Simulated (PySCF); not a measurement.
Simulation results for BH2O, AlBH4O, AlBH3O, AlB2H5O and others

All values are calculated (PySCF 2.14.0). Calculation on a computer-drawn molecule: optimised geometry and harmonic frequencies of an isolated molecule of the commonest isotopes, restricted reference for singlets and unrestricted otherwise, frozen core in MP2.

(1) BH2O

Start structure:
```xyz
4
BH2O
B     -2.6679     1.2890    -1.8542
O     -2.0188     1.3765    -0.7610
H     -2.5533     0.3354    -2.6781
H     -3.5095     2.1448    -2.2551
```

Settings of this run: charge -1, multiplicity 1, method MP2 and basis aug-cc-pVDZ.

It finds rotational constants 227, 32.89, 28.73 GHz; total energy -101.0569 hartree; convergence status largest gradient component 2.969e-06 hartree/bohr.

Drawn bonds:
```
atom  other atom  order
   1           2      1
   1           3      1
   1           4      1
```

Optimised structure:
```xyz
4
BH2O
B     -2.6756     1.2880    -1.8672
O     -2.0066     1.3781    -0.7405
H     -2.5528     0.3299    -2.6831
H     -3.5145     2.1497    -2.2577
```

Modes:
```
frequency (cm⁻¹)  reduced mass (dalton)
           955.2                  1.411
             990                   1.42
            1195                  1.141
            1437                  6.083
            2113                   1.11
            2219                  1.042
```

(2) AlBH4O

Start structure:
```xyz
7
AlBH4O
B      1.1408     0.2767     3.0033
O      0.9052    -0.7505     2.2521
Al     0.6917    -2.0833     1.3017
H      1.1964     1.4224     2.5318
H      1.3142     0.2319     4.1905
H      1.8865    -2.7391     0.6515
H     -0.7272    -2.4693     0.9903
```

Here we set charge 0, multiplicity 1, method HF and basis cc-pV(D+d)Z.

It finds rotational constants 82.99, 5.015, 4.932 GHz; total energy -343.8778 hartree; convergence status largest gradient component 4.193e-05 hartree/bohr.

Drawn bonds:
```
atom  other atom  order
   1           2      1
   2           3      1
   1           4      1
   1           5      1
   3           6      1
   3           7      1
```

Optimised structure:
```xyz
7
AlBH4O
B      1.1528     0.3419     3.0237
O      0.9450    -0.7228     2.2404
Al     0.6821    -2.0674     1.2544
H      1.1988     1.4458     2.5383
H      1.2932     0.1953     4.2132
H      1.9374    -2.7863     0.6438
H     -0.8017    -2.5177     1.0074
```

Modes:
```
frequency (cm⁻¹)  reduced mass (dalton)
           97.05                  3.457
           109.4                  3.521
           180.5                  1.008
           601.5                  1.229
           668.5                  1.164
           685.4                  4.546
           848.4                  1.129
            1070                  1.339
            1145                  1.367
            1321                  1.282
            1468                  4.526
            2028                  1.064
            2031                  1.023
            2634                  1.048
            2689                  1.129
```

(3) AlBH4O

Start structure:
```xyz
7
AlBH4O
B      1.1528     0.3419     3.0237
O      0.9450    -0.7228     2.2404
Al     0.6821    -2.0674     1.2544
H      1.1988     1.4458     2.5383
H      1.2932     0.1953     4.2132
H      1.9374    -2.7863     0.6438
H     -0.8017    -2.5177     1.0074
```

Here we set charge 0, multiplicity 1, method MP2 and basis cc-pV(D+d)Z.

It finds rotational constants 81.85, 4.898, 4.819 GHz; total energy -344.2131 hartree; convergence status largest gradient component 1.683e-05 hartree/bohr.

Drawn bonds:
```
atom  other atom  order
   1           2      1
   2           3      1
   1           4      1
   1           5      1
   3           6      1
   3           7      1
```

Optimised structure:
```xyz
7
AlBH4O
B      1.1552     0.3546     3.0330
O      0.9453    -0.7216     2.2414
Al     0.6783    -2.0870     1.2401
H      1.1991     1.4595     2.5368
H      1.2960     0.1977     4.2264
H      1.9443    -2.7927     0.6393
H     -0.8106    -2.5217     1.0042
```

Modes:
```
frequency (cm⁻¹)  reduced mass (dalton)
           74.05                   3.61
           94.04                  3.678
           220.2                  1.008
           569.5                  1.215
           639.4                  1.153
           649.1                  4.671
           811.5                  1.126
            1023                  1.324
            1089                  1.354
            1268                  1.257
            1418                   4.81
            2009                  1.022
            2019                  1.065
            2589                  1.048
            2664                  1.131
```

(4) AlBH3O

Start structure:
```xyz
6
AlBH3O
B     -0.5796    -0.7888    -1.3211
O     -0.7353     0.0745    -0.2098
Al    -1.0174     1.0586     1.0121
H     -0.8430    -0.3418    -2.3605
H     -0.2835    -1.9186    -1.0517
H     -2.4361     1.0335     1.7419
```

It was run with charge 0, multiplicity 2, method HF and basis cc-pV(D+d)Z.

The calculation gives: rotational constants 123.3, 5.192, 5.176 GHz; total energy -343.2695 hartree; spin squared 0.7562; convergence status largest gradient component 2.153e-05 hartree/bohr.

Drawn bonds:
```
atom  other atom  order
   1           2      1
   2           3      1
   1           4      1
   1           5      1
   3           6      1
```

Optimised structure:
```xyz
6
AlBH3O
B     -0.6088    -0.7821    -1.2857
O     -0.8163     0.0225    -0.2364
Al    -1.0018     1.0706     1.0817
H     -0.8105    -0.3768    -2.4045
H     -0.2200    -1.9112    -1.1109
H     -2.4375     1.0944     1.7666
```

Modes:
```
frequency (cm⁻¹)  reduced mass (dalton)
           91.38                  3.926
           114.7                  4.173
           186.5                  1.036
           637.8                  1.317
           696.1                  3.916
            1068                  1.338
            1144                  1.368
            1317                  1.308
            1460                  4.228
            1904                  1.045
            2632                  1.048
            2686                  1.128
```

(5) AlBH3O

Start structure:
```xyz
6
AlBH3O
B     -0.6088    -0.7821    -1.2857
O     -0.8163     0.0225    -0.2364
Al    -1.0018     1.0706     1.0817
H     -0.8105    -0.3768    -2.4045
H     -0.2200    -1.9112    -1.1109
H     -2.4375     1.0944     1.7666
```

Settings of this run: charge 0, multiplicity 2, method MP2 and basis cc-pV(D+d)Z.

It finds rotational constants 121.5, 5.066, 5.049 GHz; total energy -343.5840 hartree; spin squared 0.7564; convergence status largest gradient component 1.105e-05 hartree/bohr.

Drawn bonds:
```
atom  other atom  order
   1           2      1
   2           3      1
   1           4      1
   1           5      1
   3           6      1
```

Optimised structure:
```xyz
6
AlBH3O
B     -0.6056    -0.7945    -1.3023
O     -0.8646     0.0027    -0.2393
Al    -1.0046     1.0802     1.0964
H     -0.7924    -0.3727    -2.4230
H     -0.1957    -1.9200    -1.1170
H     -2.4320     1.1217     1.7959
```

Modes:
```
frequency (cm⁻¹)  reduced mass (dalton)
           65.47                  3.742
             102                   4.35
           227.3                  1.038
           601.6                  1.321
           659.6                  3.852
            1021                  1.323
            1088                  1.356
            1263                  1.288
            1406                  4.391
            1895                  1.045
            2588                  1.048
            2663                  1.131
```

(6) AlB2H5O

Start structure:
```xyz
9
AlB2H5O
B     -1.8172    -0.2058    -1.9438
O     -1.3327    -1.3960    -1.5178
Al    -0.8763    -2.9153    -1.0173
B      1.1333    -3.3288    -1.4982
H     -2.2848    -0.0273    -3.0426
H     -1.6306     0.7469    -1.2189
H     -2.1006    -3.5384    -0.2528
H      1.4300    -3.6809    -2.5209
H      1.9616    -2.8792    -0.8326
```

Settings of this run: charge 0, multiplicity 1, method HF and basis cc-pV(D+d)Z.

The calculation gives: rotational constants 16, 2.948, 2.599 GHz; total energy -369.1131 hartree; convergence status largest gradient component 3.362e-05 hartree/bohr.

Drawn bonds:
```
atom  other atom  order
   1           2      1
   2           3      1
   3           4      1
   1           5      1
   1           6      1
   3           7      1
   4           8      1
   4           9      1
```

Optimised structure:
```xyz
9
AlB2H5O
B     -1.8839    -0.0754    -1.9574
O     -1.4040    -1.2609    -1.5691
Al    -0.8563    -2.7822    -1.0545
B      1.1702    -3.3371    -1.4848
H     -2.4072     0.0388    -3.0396
H     -1.7889     0.8822    -1.2280
H     -1.9075    -3.6765    -0.2861
H      1.4820    -3.9147    -2.4937
H      2.0784    -3.0991    -0.7316
```

Modes:
```
frequency (cm⁻¹)  reduced mass (dalton)
           84.58                  3.319
           86.59                  2.651
           134.7                  1.027
           152.4                   1.16
           199.4                   4.71
           396.8                  1.098
           549.1                  4.014
             639                  1.362
           671.2                  1.897
             732                  2.069
             908                  1.383
            1070                   1.34
            1145                  1.369
            1247                  1.134
            1319                  1.284
            1468                  4.422
            1989                  1.043
            2628                  1.048
            2651                  1.055
            2681                  1.128
            2718                   1.12
```

(7) BFH3Si

Start structure:
```xyz
6
BFH3Si
B     -0.6716    -0.0263    -1.6355
Si    -1.0949     1.5393    -0.4508
F     -2.6793     1.7164    -0.3501
H     -0.5864     0.1078    -2.7588
H     -0.5654    -1.0500    -1.1131
H     -0.6599     2.6805     0.3626
```

Settings of this run: charge 1, multiplicity 1, method HF and basis cc-pV(D+d)Z.

The calculation gives: rotational constants 26.41, 6.317, 5.34 GHz; total energy -414.5251 hartree; convergence status largest gradient component 3.515e-05 hartree/bohr.

Drawn bonds:
```
atom  other atom  order
   1           2      1
   2           3      1
   1           4      1
   1           5      1
   2           6      1
```

Optimised structure:
```xyz
6
BFH3Si
B     -0.6682    -0.0249    -1.6132
Si    -1.2660     1.5545    -0.4619
F     -2.8075     1.7657    -0.2980
H     -0.5114     0.1765    -2.7732
H     -0.5066    -1.0660    -1.0648
H     -0.4978     2.5619     0.2654
```

Modes:
```
frequency (cm⁻¹)  reduced mass (dalton)
           162.5                  1.099
           215.6                  4.871
           430.5                  1.093
           581.3                  4.349
           761.1                  1.343
           853.8                  1.216
             946                  1.427
            1024                  7.663
            1204                  1.113
            2446                  1.045
            2752                  1.043
            2887                  1.135
```

(8) BFH3Si

Start structure:
```xyz
6
BFH3Si
B     -0.6682    -0.0249    -1.6132
Si    -1.2660     1.5545    -0.4619
F     -2.8075     1.7657    -0.2980
H     -0.5114     0.1765    -2.7732
H     -0.5066    -1.0660    -1.0648
H     -0.4978     2.5619     0.2654
```

Here we set charge 1, multiplicity 1, method MP2 and basis cc-pV(D+d)Z.

The calculation gives: rotational constants 26.17, 6.254, 5.288 GHz; total energy -414.8655 hartree; convergence status largest gradient component 3.816e-05 hartree/bohr.

Drawn bonds:
```
atom  other atom  order
   1           2      1
   2           3      1
   1           4      1
   1           5      1
   2           6      1
```

Optimised structure:
```xyz
6
BFH3Si
B     -0.6677    -0.0208    -1.6102
Si    -1.2663     1.5514    -0.4641
F     -2.8291     1.7707    -0.2950
H     -0.5079     0.1784    -2.7795
H     -0.5017    -1.0712    -1.0608
H     -0.4848     2.5592     0.2640
```

Modes:
```
frequency (cm⁻¹)  reduced mass (dalton)
           173.6                    1.1
           203.3                  4.851
           400.5                  1.091
             584                  4.068
           722.7                   1.35
           811.7                   1.23
           906.7                  1.465
           985.4                  6.869
            1143                  1.116
            2378                  1.045
            2683                  1.044
            2818                  1.134
```
